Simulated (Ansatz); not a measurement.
Geometry optimisation, RKS PBE-D4/def2-SVP in Ansatz 0.2.0.

The input (input.yaml):

```yaml
crystal:
  periodic: [false, false, false]
  atoms:
    - { symbol: W, position_ang: [0.0, 0.0, 0.0] }
    - { symbol: O, position_ang: [0.9539, 0.0, 1.9156] }
    - { symbol: H, position_ang: [0.0444, -0.2814, 2.2528] }
    - { symbol: H, position_ang: [1.7505, 0.0, 0.7888] }
    - { symbol: H, position_ang: [0.0, 1.72, 0.0] }
    - { symbol: H, position_ang: [-1.72, 0.0, 0.0] }
    - { symbol: F, position_ang: [0.0, -1.85, 0.0] }
    - { symbol: F, position_ang: [0.0, 0.0, -1.85] }
basis:
  gaussian: { orbitals: def2-SVP }
hamiltonian:
  xc: pbe
  dispersion: d4
relax:
  f_tol: 0.15
  max_steps: 25
  restrain:
    - { distance: [1, 3], at: 1.01, k: 30.0 }
    - { distance: [0, 1], at: 3.14, k: 30.0 }
    - { distance: [0, 3], at: 2.92, k: 30.0 }
```

Launched with:

```bash
$ ansatz run input.yaml --threads 2 --pin off --max-ram 3072MiB --backend cpu --events-out ev --progress --plain --runs-dir out
```

Where does it end, and by what steps?

The run converged. The restraints hold the end off the free minimum; the threshold counts their pulls, which the force column leaves out. Restrained pairs: O2–H4 (1.38 → 0.99 Å), W1–O2 (2.14 → 3.13 Å), W1–H4 (1.92 → 2.92 Å). After 14 steps the energy has fallen by 3.670 eV (the restraints' own energy left out); H3 moved furthest, 0.93 Å.

```csv
step,energy less start (eV),largest force component (eV/Å),accepted
0,0.0000,2.778,yes
1,0.5463,3.666,yes
2,0.9652,8.478,yes
3,-0.3786,8.153,yes
4,-1.9000,6.028,yes
5,-2.4308,4.943,yes
6,-3.1338,2.490,yes
7,-3.3706,1.524,yes
8,-3.5196,1.179,yes
9,-3.6169,0.607,yes
10,-3.6470,0.662,yes
11,-3.6659,0.621,yes
12,-3.6092,1.459,no
13,-3.6616,0.794,no
14,-3.6701,0.702,yes
```

```xyz
8
Properties=species:S:1:pos:R:3
W -0.300 -0.232 -0.725
O 0.715 0.154 2.209
H 0.799 -0.803 2.399
H 1.449 0.299 1.556
H 0.264 1.223 -0.109
H -1.577 0.523 0.062
F 0.127 -1.770 0.211
F -0.449 0.194 -2.497
```

Time of the run: 30 s on 2 threads of Arm Neoverse V2, on a shared host, peak memory 0.14 GiB.
